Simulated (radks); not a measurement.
Initial-state core-level shifts of neutral europium when its valence configuration changes from [Xe] 4f7 6s2. Calculated with a radial shooting solver on a logarithmic mesh with Libxc functionals: scalar-relativistic Kohn-Sham, PBE, spin-polarised, spherical densities, finite nucleus; open shells are filled with parallel spins first (spin-orbit coupling, left out, can overturn this in heavy ions); Fermi nuclear charge, rms radius 5.1115 fm. Shifts are changes of the shell-averaged eigenvalues in eV (positive: less bound); the change of the density at the nucleus, which sets a Mossbauer isomer shift, is in e/bohr^3, on a base of 6.057e+05.

valence                   2s       3s       4p       5s  density at nucleus
4f7 5d2               +1.815   +1.723   +1.804   +2.161              -43.01
4f7 5d1 6s1           +1.215   +1.151   +1.205   +1.440              -21.56
4f7 5d1 6p1           +0.057   +0.005   +0.047   +0.218              -43.16
4f5 5d2 6s2          -15.212  -17.255  -15.649   -7.171              +71.18
4f7 5d1 6s0.5 6p0.5   +0.630   +0.572   +0.621   +0.825              -32.12
4f7 5d0.5 6s1.5       +0.651   +0.617   +0.645   +0.762              -11.73
4f5 6s2 6p2          -22.531  -24.435  -22.817  -14.130             +101.67
4f5 6s1 6p3          -23.311  -25.222  -23.597  -14.865              +64.79
